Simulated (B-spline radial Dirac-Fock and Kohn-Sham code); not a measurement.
ΔSCF core binding energies without Breit or QED terms, calculated with an atomic code on a B-spline grid.

A sound run for atomic rhenium in the configuration [Xe] 4f14 5d5 6s2: The ground state converged in 11 iterations, with total energy -16707.58330 Ha, virial ratio 1.88497 and highest orbital energy -7.57 eV. ΔSCF binding energies: K (1s) 72047.4 eV, L3 (2p3/2) 10574.1 eV, M5 (3d5/2) 1895.6 eV.

A second run, with one unsound setting: The ground state had not converged after 2 iterations, with total energy -16706.24586 Ha, virial ratio 1.88894 and highest orbital energy -10.94 eV. ΔSCF binding energies: K (1s) 72028.3 eV, L3 (2p3/2) 10551.3 eV, M5 (3d5/2) 1865.9 eV (not all states converged, so these are not final).

```
iter   energy (Ha)        error
   1   -16706.17685229  2.17e+00
   2   -16706.24585718  2.61e-01
```

Q: Which fault fits the second run best?
A. functional not served
B. speed of light below Z
C. too few iterations
D. mesh too coarse

A: C. The input had maxit = 2: maxit ends the run before self-consistency.
